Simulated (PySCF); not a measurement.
C₂H₇FGe, SMILES C[CH2][GeH2][F]. Heavy atoms are numbered as in [GeH2:1]([F:2])[CH2:3][CH3:4]. Hydrogens are named by the atom that carries them.

Geometry: B3LYP-D3(BJ)/def2-SVP. One conformer was computed; it need not be the lowest.

The numbers are results of PySCF with PBE/def2-TZVP, not measurements.

Atomic charges (e), one atom of each kind:

| atom | Mulliken | Löwdin | IAO |
|---|---|---|---|
| Ge1 (GeH2) | 0.45 | 0.42 | 0.89 |
| F2 | -0.37 | -0.15 | -0.52 |
| C3 (CH2) | -0.31 | -0.46 | -0.51 |
| C4 (CH3) | -0.36 | -0.34 | -0.42 |
| H on Ge1 | -0.02 | -0.06 | -0.10 |
| H on C3 | 0.12 | 0.14 | 0.15 |
| H on C4 | 0.14 | 0.13 | 0.15 |
